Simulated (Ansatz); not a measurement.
A nudged elastic band was laid between two geometries of FH₆NOSi₂ (11 atoms, charge 0, multiplicity 1).

Computed with RKS CAM-B3LYP-D4/def2-SVP in Ansatz.

- movable images: 5
- climbing image: yes
- spring: 5.0 eV/Å²
- optimiser: quadratic models (default)
- start path: through a guess of the saddle point
- force threshold: 0.03 eV/Å
- iteration limit: 60
- end points: relaxed

First end point:

```xyz
11
Properties=species:S:1:pos:R:3
N -1.438 -0.361 -0.650
Si 0.229 -0.030 -1.104
Si 1.163 0.223 1.034
O -0.180 0.101 1.987
F 1.832 1.699 1.158
H -1.642 -1.279 -0.261
H -2.173 -0.107 -1.305
H 0.870 -1.067 -1.970
H 0.210 1.252 -1.859
H 2.187 -0.729 1.520
H -0.992 0.240 1.471
```

Last end point:

```xyz
11
Properties=species:S:1:pos:R:3
N -1.439 -0.351 -0.647
Si 0.231 -0.033 -1.104
Si 1.164 0.223 1.034
O -0.177 0.084 1.986
F 1.816 1.706 1.162
H -2.170 -0.085 -1.301
H -1.653 -1.272 -0.271
H 0.866 -1.079 -1.962
H 0.219 1.245 -1.867
H 2.200 -0.719 1.517
H -0.990 0.224 1.472
```

Q: Which bonds break or form, and what moves?

A: No bond is made or broken. The dihedral H6–N1–Si2–Si3 goes from -74 to 152°. The two ends are copies of one structure, up to a mirror image or an exchange of like atoms.

Q: Give the energies along the band, and the barrier.

A: It converged. The highest image is number 3 of 0 to 6, 12.4 kJ/mol above the ends, which have the same energy within 2 meV. Beside the main top the profile has a ripple of under 15 meV (maxima at images 3, 5), which may be a very shallow well or noise. A structure lower than the last end lies on the path between it and the top, so the climb from that side starts below the end, which may itself be a saddle point or a shallow side well. The dihedral H6–N1–Si2–Si3 jumps by 90° between images 3 and 4, so the path isn't resolved there. A vibrational analysis at the climbing image gives one clearly imaginary mode, 183i cm⁻¹: a first-order saddle point.

| image | path coordinate (Å) | energy (kJ/mol) | dihedral H6–N1–Si2–Si3 (°) |
| --- | --- | --- | --- |
| 0 | 0.00 | 0.0 | -74 |
| 1 | 1.15 | 4.5 | -77 |
| 2 | 2.31 | 9.8 | -59 |
| 3 | 3.46 | 12.4 | -26 |
| 4 | 4.93 | -1.4 | 64 |
| 5 | 6.40 | 0.4 | 100 |
| 6 | 7.87 | 0.0 | 152 |

Q: What is the geometry of the highest image?

A: 
```xyz
11
Properties=species:S:1:pos:R:3
N -1.513 0.104 -1.110
Si 0.173 -0.277 -1.083
Si 1.055 0.345 0.997
O 0.437 -0.545 2.246
F 0.693 1.914 1.226
H -2.082 0.155 -0.275
H -2.082 -0.021 -1.940
H 0.499 -1.726 -1.286
H 0.874 0.456 -2.177
H 2.526 0.199 1.100
H -0.515 -0.662 2.322
```

The run took 5.4 min on 2 threads of Intel(R) Xeon(R) Platinum 8488C (Sapphire Rapids), on a shared host, peak memory 0.32 GiB.
